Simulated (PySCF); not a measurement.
SiCl2, SMILES Cl[Si]Cl (connectivity only; charge and spin as stated), neutral, multiplicity 1.

Geometry: PBE0-D3(BJ)/def2-TZVP. The isomer is the one that the SMILES or the coordinates give; other isomers of the formula were not compared.

Two levels are set side by side: PBE/def2-TZVPD (PySCF) and ωB97X/def2-TZVPD (PySCF). Same geometry, gas phase. Differences are taken from unrounded values.

| quantity | ωB97X |
|---|---|
| orbital gap (eV) | 9.19 |
| highest occupied level (eV) | -10.02 |
| lowest empty level (eV) | -0.83 |
| dipole moment (D) | 0.92 |
| mean polarisability (bohr³) | 57.9 |

### Question
What does PBE give, and how far is it from ωB97X? (The exact figures need the calculation; the answer reports its results.)

### Answer

```json
[
 {"quantity": "orbital gap (eV)", "PBE": "3.01", "PBE minus ωB97X": "-6.18"},
 {"quantity": "highest occupied level (eV)", "PBE": "-6.70", "PBE minus ωB97X": "3.32"},
 {"quantity": "lowest empty level (eV)", "PBE": "-3.70", "PBE minus ωB97X": "-2.87"},
 {"quantity": "dipole moment (D)", "PBE": "0.79", "PBE minus ωB97X": "-0.13"},
 {"quantity": "mean polarisability (bohr³)", "PBE": "60.4", "PBE minus ωB97X": "2.6"}
]
```

PBE's occupied levels lie high since its potential decays too fast outside the molecule; exact exchange lowers them and widens the gap. PBE's more diffuse valence density responds more strongly to a field. Differences between two approximate levels are no errors against the true value.

Rough cost on one machine, each run with all the roots and properties that it gave: ωB97X against PBE within a factor of 2.
